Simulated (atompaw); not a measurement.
Cutoff test, dysprosium (Dy), PAW (atompaw)

dysprosium (Dy), PAW, made with atompaw 4.2.0.5 (PBE, non-relativistic). Core [Kr], reference 4d10 4f10 5s2 5p6 5d0 6s1 6p1. Waves: 5s (bound): rc 2.20 bohr; 6s (bound): rc 1.95 bohr; 5p (bound): rc 1.80 bohr; 6p (bound): rc 2.30 bohr; 4d (bound): rc 0.75 bohr; 5d (bound, empty): rc 2.30 bohr; 4f (bound): rc 1.00 bohr; 4f channel at 0.15 Ry: rc 1.00 bohr. Local part: troulliermartins scheme with l = 4 at 0 Ry, radius 1.95 bohr. Core correction: smooth core density matched at 1.50 bohr. Augmentation charge: sinc compensation charge, radius 2.10 bohr; PAW radius 2.30 bohr; waves and projectors: custom polynom gramschmidtortho.

The pseudo-atom Hamiltonian at the reference potential is diagonalised in spherical Bessel functions j_l(qr) that vanish at 20 bohr, with q² up to the cutoff. All-electron valence levels (Ry): 5s -3.1777, 6s -0.3019, 5p -1.8860, 6p -0.1356, 4d -11.4704, 5d -0.2033, 4f -0.6022.

Task: How do the lowest levels (Ry) of each channel move with the cutoff, and are there ghosts?

Result:

```tsv
cutoff (Ry)	s #1	s #2	s #3	p #1	p #2	d #1	d #2	d #3	f #1	Σ f·Δε (mRy)
8	-3.1721	-0.3007	-0.0207	-1.6636	-0.1285	-0.1679	0.0239	0.1290	0.0710	121106.6
18	-3.1776	-0.3019	-0.0210	-1.8855	-0.1356	-0.2031	0.0199	0.1221	0.0710	119403.8
35	-13.4757	-3.1777	-0.3019	-1.8859	-0.1356	-0.2033	0.0198	0.1220	0.0710	119399.0
55	-14.0225	-3.1777	-0.3019	-1.8860	-0.1356	-4.7532	-0.2033	0.0198	0.0708	73898.1
90	-14.1543	-3.1777	-0.3019	-1.8860	-0.1356	-10.4590	-0.2033	0.0198	-0.4838	11293.9
140	-14.1563	-3.1777	-0.3019	-1.8860	-0.1356	-11.4368	-0.2033	0.0198	-0.5921	432.2
230	-14.1566	-3.1777	-0.3019	-1.8860	-0.1356	-11.4645	-0.2033	0.0198	-0.6014	62.0
400	-14.1567	-3.1777	-0.3019	-1.8860	-0.1356	-11.4701	-0.2033	0.0198	-0.6021	0.0
```

Result: ghost state, extra bound levels that the all-electron valence spectrum of the same l lacks: s at -192.6 eV (a true bound ghost makes a file unfit for plane-wave use); 10 mRy is reached at 300 Ry and 1 mRy at over 300 Ry.
